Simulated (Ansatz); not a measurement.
BCOF3 (relaxed from a model of B(CO)F3, whose bonding it doesn't keep). The state is a singlet with charge 0. Geometry r2SCAN-D4/def2-SVP, basis def2-TZVP, Ansatz.

Cartesian coordinates in Å:
```
B -0.818 0.659 -0.067
C 1.249 -1.006 0.101
O 2.127 -1.714 0.173
F -1.269 0.061 -1.151
F -0.025 1.706 -0.175
F -1.265 0.294 1.118
```

```
run  HOMO (eV)  LUMO (eV)
  A     -10.98      -1.66
  B      -9.63      -2.51
  C     -11.72      -1.12
  D     -13.15      -0.04
  E      -9.58      -2.42
  F     -14.03       1.21
```

HSE06 is defined as in plane-wave codes, on full-range PBE exchange. In the singlet geometry the species has come apart into loosely held pieces.

Q: The runs used BHLYP, BLYP, HSE06, PBE, r2SCAN0, ωB97X-V. Estimate which is which.

A: A HSE06 (range-separated); B PBE (0 % exact exchange); C r2SCAN0 (25 % exact exchange); D BHLYP (50 % exact exchange); E BLYP (0 % exact exchange); F ωB97X-V (range-separated). Exact exchange lowers occupied and raises empty levels; among semilocal functionals meta-GGAs tend to open the gap a little, and such runs are hard to tell apart. The gap grows from 7.12 eV (PBE) to 15.23 eV (ωB97X-V).
